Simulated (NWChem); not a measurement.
# Atomisation of C₂H₅BO₂

```xyz
10

B     -0.4158    -0.2912     0.0000
C      0.3410     1.0806     0.0000
C      1.6772     1.1639     0.0000
H     -0.2288     2.0207     0.0000
H      2.2095     2.1214     0.0000
H      2.2927     0.2577     0.0000
O      0.3039    -1.4448     0.0000
H     -0.2722    -2.2168     0.0000
O     -1.7805    -0.3879     0.0000
H     -2.2181     0.4675     0.0000
```
Charge 0, spin multiplicity 1.

All runs are NWChem calculations. All single points use one geometry, from PBE0/def2-SVP, a minimum by its harmonic frequencies. It is one conformer; others weren't searched.

Basis set: def2-TZVP. The atomisation energy is electronic alone: no zero-point, thermal, spin-orbit or counterpoise terms. No value is extrapolated to the basis-set limit. Free atoms are single determinants with multiplicities B 2, C 3, H 2, O 3. Correlated methods freeze the same cores in atoms and molecule, 5 orbitals in all.

Relative cost: rough, from shared machines, SCF included, LDA (SVWN5) = 1. Costs are the molecule's.

B3LYP has NWChem's definition, with VWN1-RPA local correlation. GW and range-separated runs recompute their integrals, the others keep them in memory, which bears on the times. The structure started from a generated list of species. The stability of the SCF solutions was not checked. Open-shell Hartree-Fock references start from PBE0 orbitals; any time given for them includes that run.

```csv
method,atomisation energy (kcal/mol),relative cost
LDA (SVWN5),1192.9,1
PBE0,?,under 3
BHandHLYP,?,under 3
B3LYP,1030.2,under 3
BP86,1063.8,under 3
PBE,1059.2,under 3
HF,763.3,under 3
MP2,1028.0,under 3
CAM-B3LYP,1038.8,10
```

Complete the blanks.


- PBE0, atomisation energy (kcal/mol): 1036.1
- BHandHLYP, atomisation energy (kcal/mol): 996.9
